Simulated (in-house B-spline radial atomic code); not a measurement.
**RPA correlation on LDA exchange-only: Ba**

Configuration [Xe] 6s2, mean-field start LDA exchange-only. Computed with an all-electron radial atomic-structure program (B-spline basis): all electrons, scalar-relativistic (spin-free one-electron X2C), finite nucleus, each spin shell either full or empty, empty states to l = 9 with an (l + 1/2)⁻⁴ tail; G0W0 by contour deformation at full frequency.

The highest G0W0 level has too low a weight to be given.

Command:
```bash
python run_gw.py task.json out
```
Settings (radii: box in bohr, nucleus in fm):
```
Z                        56
electrons                56
configuration            [Xe] 6s2
hamiltonian              x2c
method                   lda,
lmax                     9
rms_radius               4.8378
spin_polarised           False
box_radius               40
intervals                72
ion_configuration        [Xe] 6s1
```

Cost of the run: 18 s on 1 thread of Arm Neoverse N1 (shared host).

Energies (hartree):

| term | value |
| --- | --- |
| mean-field total | -8122.39408 |
| Hartree-Fock functional on these orbitals | -8131.62272 |
| direct second order | -5.1604 |
| second-order exchange | 1.4013 |
| SOSEX correction | 1.2841 |

**Question.** What is the RPA correlation energy, and what remains with SOSEX?

**Answer.** RPA gives -4.4387 hartree (-2.16 eV per electron); RPA + SOSEX gives -3.1546, and the second-order doubles -3.759 hartree (no singles). SOSEX takes back 29 % of the RPA value.

**Question.** What does it cost to remove one electron (to [Xe] 6s1) by differences of total energies, each species on its own start (correlation terms add to the Hartree-Fock functional)?

**Answer.** LDA exchange-only 4.391 eV, Hartree-Fock functional 4.251 eV, + RPA 5.617 eV, + RPA + SOSEX 5.327 eV, + second order 6.313 eV. Tabulated: 5.212 eV (NIST, measured); the calculation leaves out spin-orbit coupling, Breit and QED terms, and what these don't explain is the method's own error.
